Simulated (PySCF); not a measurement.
**How methods differ on the excitation energy of Ga**

Ga [Ar] 3d10 4s2 4p1 (2P) → Ga [Ar] 3d10 4s1 4p2 (4P), as a difference of total energies. Computed with PySCF 2.14 in x2c-TZVPPall with one added diffuse shell each of s, p, d type (7s6p5d1f, 57 functions), with the spin-free X2C one-electron Hamiltonian (Gaussian nucleus). Correlated levels: valence: [Ar] 3d10 frozen; valence and next inner shell: [Ne] frozen. The calculations carry no spin-orbit coupling.

| method | excitation energy (eV) |
| --- | --- |
| UHF | 3.333 |
| LDA | 5.324 |
| r2SCAN | 4.659 |
| r2SCAN0 | 4.506 |
| wB97X | 5.477 |
| PW91 | 5.102 |
| B97-3 | 5.167 |
| MP2 (valence) | 4.031 |
| SCS-MP2 (valence) | 4.304 |
| MP2 (valence and next inner shell) | 4.290 |
| SCS-MP2 (valence and next inner shell) | 4.536 |

Question: Estimate what PBE0 gives.

Answer: 4.775 eV, closest to r2SCAN among the rows shown.

Question: Estimate what PBE gives.

Answer: 5.105 eV, closest to PW91 among the rows shown.
